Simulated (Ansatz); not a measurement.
C3H3 (SMILES C#C[CH2]), doublet (typed; the unrestricted solution is spin-contaminated), at a GFN2-xTB geometry; PBE-QIDH/STO-3G (Ansatz, a first-principles code).

The Ansatz input:
Ansatz 0.2 input:
```yaml
crystal:
  periodic: [false, false, false]
  atoms:
    - {symbol: C, position_ang: [1.30815180, -0.19129891, 0.14654059]}
    - {symbol: C, position_ang: [0.10901014, -0.01594121, 0.01221143]}
    - {symbol: C, position_ang: [-1.22056561, 0.17849066, -0.13672909]}
    - {symbol: H, position_ang: [2.33913641, -0.34206600, 0.26203260]}
    - {symbol: H, position_ang: [-1.59247811, 1.02636034, -0.68281534]}
    - {symbol: H, position_ang: [-1.92623626, -0.51179755, 0.28864513]}
basis:
  gaussian:
    orbitals: STO-3G
hamiltonian:
  xc: {name: PBE-QIDH}
magnetization: {spin_polarized: true, initial_magnetization: 1}
```

What the program printed (banner, timings and long lists left out):

```
Functional definition: PBE-QIDH
240 factors; integrals over basis functions are off by at most 4.3e-5 eV
mean field evaluation 1: about -3107.7192 eV, gradient 7.7e0 eV
mean field evaluation 2: about -3107.7066 eV, gradient 7.6e0 eV
mean field evaluation 4: about -3108.4102 eV, gradient 2.6e0 eV
mean field evaluation 8: about -3108.5180 eV, gradient 2.5e-1 eV
mean field evaluation 16: about -3108.5220 eV, gradient 1.1e-4 eV
mean field -3108.52202457 eV, -114.2360773712 hartree, gradient 2.9e-6 eV, S^2 0.889313; 0 other end points of the search recorded, 0 dependent functions left out
3 core orbitals not correlated
reference -3108.52203020 eV, -114.2360775779 hartree; 8, 7 occupied and 7, 8 virtual orbitals, 240 factors
second order -5.09430750 eV of doubles, -0.00000000 eV of singles
Total energy: -3110.22013270 eV, -114.2984816938 hartree
```
